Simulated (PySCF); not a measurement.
C₆H₅F₃NP.
Atom-mapped SMILES: `[CH3:1][c:2]1[cH:3][c:4]([C:5]([F:6])([F:7])[F:8])[n:9][cH:10][p:11]1`

Cartesian coordinates in Å at the GFN2-xTB level; atoms count from 1:
```
atom  x, y, z in Å
C1    -2.642   -0.006    0.236
C2    -1.228    0.441    0.027
C3    -0.206   -0.488    0.108
C4     1.129   -0.150   -0.072
C5     2.157   -1.251    0.041
F6     2.112   -1.847    1.250
F7     1.929   -2.233   -0.855
F8     3.408   -0.841   -0.143
N9     1.602    1.054   -0.338
C10    0.804    2.083   -0.461
P11   -0.937    2.135   -0.316
H12   -3.333    0.830    0.140
H13   -2.910   -0.768   -0.496
H14   -2.757   -0.444    1.227
H15   -0.448   -1.522    0.321
H16    1.313    3.016   -0.681
```

Definitions: NICS(0) = −σiso at the ring centroid; NICS(1) = −σiso and NICS(1)zz = −σzz at ±1 Å along the ring normal z. Level: GIAO PBE0/pcSseg-1 (PySCF, non-relativistic, gas phase) on the GFN2-xTB geometry, one conformer.

Ring bond lengths (Å), with Mayer bond orders in brackets: C2–C3 1.383 (1.40), C3–C4 1.390 (1.28), C4–N9 1.320 (1.51), N9–C10 1.307 (1.49), C10–P11 1.748 (1.29), P11–C2 1.753 (1.28).

What do the NICS probes read (ppm)?

```
               ring                                                     type  NICS(0)  NICS(1), two faces  NICS(1)zz, two faces  rms pucker (Å)  centre to ring atoms, mean (Å)
C2–C3–C4–N9–C10–P11  6-membered ring with N and P; formal bonds all aromatic     -7.1       -10.9 / -10.9         -25.9 / -25.8            0.00                            1.47
```

What can be read from them?

- C2–C3–C4–N9–C10–P11: mean NICS(1)zz -25.9 ppm, shielded.

How equal are the bonds by HOMA? HOMA = 1 − mean of α(R − Ropt)² over the ring bonds, with Krygowski's 1993 parameters (CC: Ropt 1.388 Å, α 257.7 Å⁻²; CN: Ropt 1.334 Å, α 93.52 Å⁻²; CP: Ropt 1.698 Å, α 118.91 Å⁻²).

- C2–C3–C4–N9–C10–P11: HOMA 0.88; the largest term is that of P11–C2, α(R − Ropt)² = 0.36.

At the second NICS(1) probe listed for ring C2–C3–C4–N9–C10–P11, 1 Å off the ring, how large is the induced field along the normal in 7.05 T applied along it?

NICSzz × B0 = -25.8 ppm × 7.05 T = -182 μT, against the applied field.

What are the shieldings of the ring atoms and their hydrogens in the same run (means over atoms taken as equivalent)?

```tsv
atoms	environment	σ isotropic (ppm)	principal values of the symmetric part, first atom (ppm)
C2	substituted aromatic carbon	-7.6	-179.4, -29.2, 185.8
C3	aromatic CH carbon	57.9	-46.3, 47.2, 172.9
C4	substituted aromatic carbon	34.3	-51.6, 21.0, 133.4
N9	pyridine-type nitrogen	-90.6	-442.8, -154.1, 325.2
C10	aromatic CH next to a ring nitrogen	-4.5	-172.2, 14.0, 144.7
P11	phosphorus bonded to 2 C	86.9	-153.5, -104.2, 518.4
H15	aromatic hydrogen	23.60	19.0, 21.0, 30.9
H16	aromatic hydrogen	21.08	17.9, 18.8, 26.6
```
